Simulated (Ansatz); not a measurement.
`OB(O)S` + NH₃ → `NB(O)O` + H₂S  (ligand exchange at a B–S bond)

Isolated molecules relaxed with PBE0-D4/def2-TZVP in Ansatz; ΔE leaves out vibrations. CCSD(T)/CBS adds triple-zeta CCSD(T) − MP2 to the extrapolated MP2 energy (def2 sets, frozen cores). This one scheme is used for every species. Functionals use def2-TZVPP. Each species was taken in one conformer, which may not be the lowest.

(1) Is it downhill or uphill in electronic energy at CCSD(T)/CBS, and by how much? (An estimate is asked.)

(2) What do these levels give: LDA (SPW92), r2SCAN-D4, r2SCANh-D4, r2SCAN0-D4, CAM-B3LYP-D4, ωB97X-V, PBE0, BHLYP, LC-ωPBE, CCSD/def2-SVP, SCS-MP2/def2-QZVPP, MP2/CBS(def2)? (Estimate.)

Largest T1 diagnostic among the species: 0.012.

Answers

(1) Ansatz gave: Downhill: ΔE = -34.0 kJ/mol.

(2) Ansatz gave: LDA (SPW92) -36.6, r2SCAN-D4 -31.9, r2SCANh-D4 -33.2, r2SCAN0-D4 -35.2, CAM-B3LYP-D4 -41.6, ωB97X-V -35.0, PBE0 -32.8, BHLYP -43.7, LC-ωPBE -37.3, CCSD/def2-SVP -42.4, SCS-MP2/def2-QZVPP -34.8, MP2/CBS(def2) -31.3 kJ/mol.

Leaving LDA and LC-ωPBE aside and taking each functional with its dispersion term where it has one, the values, not all of them listed here, spread over 16.9 kJ/mol, from CAM-B3LYP-D4 to revPBE-D4. LDA lies −8.2 kJ/mol from PBE without D4. From r2SCAN to r2SCAN0 (25 % exact exchange), in def2-TZVPP and without D4, ΔE moves by −3.4 kJ/mol. At CCSD(T), def2-SVP lies −5.7 kJ/mol from the extrapolated value and def2-TZVPP −0.7 kJ/mol.
